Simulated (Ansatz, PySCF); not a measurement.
C₂H₆Sb (SMILES [CH3][Sb][CH3]), doublet, at a GFN2-xTB geometry (the spin is typed, not shown lowest) (core potentials on Sb). Base run: B3LYP/def2-SVP run with PySCF.

PySCF was given this input:
```python
from pyscf import gto, scf, dft

mol = gto.M(
    atom='''
Sb    0.271422   -0.029248    0.319029
C     0.477766    0.265396   -1.834885
H     1.524677    0.350279   -2.099457
H    -0.038614    1.171783   -2.130321
H     0.044764   -0.577527   -2.361629
C    -1.904786   -0.111624    0.157569
H    -2.191780   -0.931441   -0.491277
H    -2.275157    0.817869   -0.259969
H    -2.344313   -0.261957    1.136058
''',
    basis='def2-svp',
    ecp={'Sb': 'def2-svp'},
    charge=0,
    spin=1,
    verbose=3,
)

mf = dft.UKS(mol)
mf.xc = 'b3lyp'
mf.kernel()
```

The same geometry, method and basis name were run in Ansatz (a quantum-chemistry and plane-wave program) and PySCF, at each program's defaults and at the settings that a row names. The base is PySCF at its defaults. Differences at the defaults can come from grids, fitting, cores and function types together.

```csv
code and settings,ΔE vs base (mEh),basis functions,E (Eh),SCF cycles,dipole (D)
"PySCF, defaults (exact integrals, its default grid, spherical functions)",0.000,84,-320.06929,12,0.63
"Ansatz, defaults (factorised integrals, its default grid, spherical functions)",0.002,84,-320.06928,-,-
"PySCF, density fitting with def2-universal-jkfit",-0.049,84,-320.06934,12,0.63
"PySCF, fine grid",0.002,84,-320.06928,12,0.63
"Ansatz, high accuracy",0.002,84,-320.06928,-,-
```

Open shells are given as the SCF converged; they aren't shown to be the lowest states, and a large step between rows can be another state.
